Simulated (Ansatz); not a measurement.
A run for Ansatz (a program for electronic structure): U-B3LYP/def2-TZVPP on C2H6Mg (SMILES [CH3][Mg][CH3]), a point of a bond scan (R = 2.517 Å).

Ansatz 0.2 input:
```yaml
crystal:
  periodic: [false, false, false]
  atoms:
    - {symbol: Mg, position_ang: [0.00000000, 0.00000000, 0.00000000]}
    - {symbol: C, position_ang: [1.60710731, 0.25448728, -1.31696069]}
    - {symbol: H, position_ang: [3.30179457, -1.59223481, -1.09033881]}
    - {symbol: H, position_ang: [2.13343348, 1.19696231, -1.13802123]}
    - {symbol: H, position_ang: [1.27925009, 0.26303908, -2.36086406]}
    - {symbol: C, position_ang: [-1.60710731, -0.25448728, 1.31696069]}
    - {symbol: H, position_ang: [-2.18217012, -1.15639416, 1.08638648]}
    - {symbol: H, position_ang: [-2.30289266, 0.58903587, 1.27635089]}
    - {symbol: H, position_ang: [-1.27154864, -0.34420772, 2.35457737]}
basis:
  gaussian:
    orbitals: def2-TZVPP
hamiltonian:
  xc: {name: B3LYP}
magnetization: {spin_polarized: true, initial_magnetization: 0}
```

The head of its log:

```
WARN ansatz: RAYON_NUM_THREADS=1 ignored (pool sized by the plan → 1); use --threads N
Functional definition: B3LYP
integrals: 0.07 GiB planned
1002 factors; their error is unknown
mean field: 0.82 GiB planned
mean field evaluation 1: about -7588.7412 eV, gradient 6.5e1 eV
mean field evaluation 2: about -7543.5202 eV, gradient 8.6e1 eV
```

Predict the final total energy.

-279.7850 hartree. Its determinant has ⟨S²⟩ = 0.67, a mixture of spin states.
